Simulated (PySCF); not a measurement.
Bonding in `C#C[C+]1C=CC(=C)[C@H]1F`

Compound: C₈H₆F (charge +1).
Atom-mapped SMILES: `[CH:1]#[C:2][C+:3]1[CH:4]=[CH:5][C:6](=[CH2:7])[C@H:8]1[F:9]` (hydrogens: H10 on C1; H11 on C4; H12 on C5; H13, H14 on C7; H15 on C8)

Cartesian coordinates in Å at the GFN2-xTB level; atoms count from 1:
```
atom  x, y, z in Å
C1     3.4029    0.4258   -0.8766
C2     2.2979    0.1698   -0.4498
C3     1.0220   -0.0871    0.0014
C4     0.6284   -0.4493    1.2932
C5    -0.7517   -0.4396    1.3806
C6    -1.3415   -0.0642    0.1377
C7    -2.6294    0.2237   -0.1171
C8    -0.2016    0.0078   -0.8695
F9    -0.2311    1.0835   -1.6910
H10    4.3710    0.6432   -1.2365
H11    1.3089   -0.6646    2.0988
H12   -1.3194   -0.6854    2.2631
H13   -2.9594    0.4898   -1.1095
H14   -3.3649    0.2437    0.6715
H15   -0.2365   -0.8890   -1.5180
```

Bond orders from the PBE0/pcSseg-1 density (PySCF). Isolated species at its GFN2-xTB geometry, gas phase.

Task: How far do the computed orders between heavy atoms stray from the drawn ones?

Result: The largest departure is 0.968, at C1–C2 (drawn triple, 2.032). Drawn single, order above 1.12: C3–C4 (1.382) and C5–C6 (1.186). Drawn double or triple, more than 0.30 short of the drawn order: C1–C2 (2.032) and C4–C5 (1.387). The SMILES, with its formal charges, is one Lewis structure only.

Task: Give the Mayer order of every bond, beside its length.

Result: 
| bond | drawn as | length (Å) | Mayer order |
| --- | --- | --- | --- |
| C1–C2 | triple | 1.212 | 2.032 |
| C2–C3 | single | 1.378 | 0.999 |
| C3–C4 | single | 1.398 | 1.382 |
| C4–C5 | double | 1.383 | 1.387 |
| C5–C6 | single | 1.426 | 1.186 |
| C6–C7 | double | 1.344 | 1.771 |
| C6–C8 | single | 1.523 | 0.951 |
| C8–F9 | single | 1.354 | 0.976 |
| C8–C3 | single | 1.505 | 0.998 |
| C1–H10 | single | 1.055 | 1.151 |
| C4–H11 | single | 1.076 | 0.991 |
| C5–H12 | single | 1.078 | 0.972 |
| C7–H13 | single | 1.079 | 0.914 |
| C7–H14 | single | 1.079 | 0.932 |
| C8–H15 | single | 1.107 | 0.887 |

By pair of heavy elements: C–C: lowest C6–C8 (0.951, 1.523 Å), highest C1–C2 (2.032, 1.212 Å); in 3 of the 28 pairs the longer bond (by over 0.003 Å) has the higher order (by 0.02 or more).

Task: Sum the orders of all bonds at each heavy atom with more than one neighbour and set the sums beside the valence in the SMILES.

Result: C1 3.183 (drawn 4), C2 3.031 (drawn 4), C3 3.379 (drawn 3), C4 3.760 (drawn 4), C5 3.545 (drawn 4), C6 3.908 (drawn 4), C7 3.617 (drawn 4), C8 3.812 (drawn 4). Orders between atoms that aren't bonded are not in these sums.

The Mayer order sums products of elements of PS (density times overlap matrix) between the two atoms' basis functions, so it depends on the basis set.

These values come from a run that also computed NMR shieldings. On one thread of an Arm Neoverse N1 (shared host), this took 57 s (grids of density and orbitals included) and 0.83 GiB of memory at its peak.
